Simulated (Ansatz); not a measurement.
Species: sum formula H3SiO, charge 1, multiplicity 1. It need not be the lowest isomer of its formula. SMILES: [OH+]=[SiH2]
Structure (B3LYP-D3(BJ)/def2-TZVP (Ansatz, a quantum-chemistry and plane-wave program) minimum search):
```xyz
5

Si     0.0725    -0.5300     0.0468
O     -0.2154     1.0068    -0.0900
H     -1.1321    -1.3548     0.1025
H      1.4469    -1.0376     0.1086
H      0.3927     1.7583    -0.1471
```
Charge +1, spin multiplicity 1.

Property: vertical electron affinity (to the doublet state of charge +0; a negative value means that the extra electron is unbound and the number depends on the basis; each state is the SCF solution reached for its spin), in eV. Valence correlation only, unless marked. Open shells are spin-unrestricted. Spin-orbit coupling is left out. Non-relativistic. Basis-set limits of correlation are two-point, X^-3; Hartree-Fock from the larger set. [CCSD(T)-MP2]/basis is that difference in the basis named.

RI-MP2/CBS(aug-cc-pV(T+d)Z,aug-cc-pV(Q+d)Z)+[CCSD(T)-MP2]/aug-cc-pV(T+d)Z (Ansatz) gives 6.55 eV.

### Question
Another calculation gave 6.44 eV. Which level was it?
A. CAM-B3LYP/def2-TZVPD (Ansatz)
B. r2SCAN/def2-TZVPD (Ansatz)
C. wB97M-V/def2-TZVPD (Ansatz)

### Answer
C, wB97M-V/def2-TZVPD (Ansatz). The others give 6.64 (CAM-B3LYP), 6.79 (r2SCAN) eV.
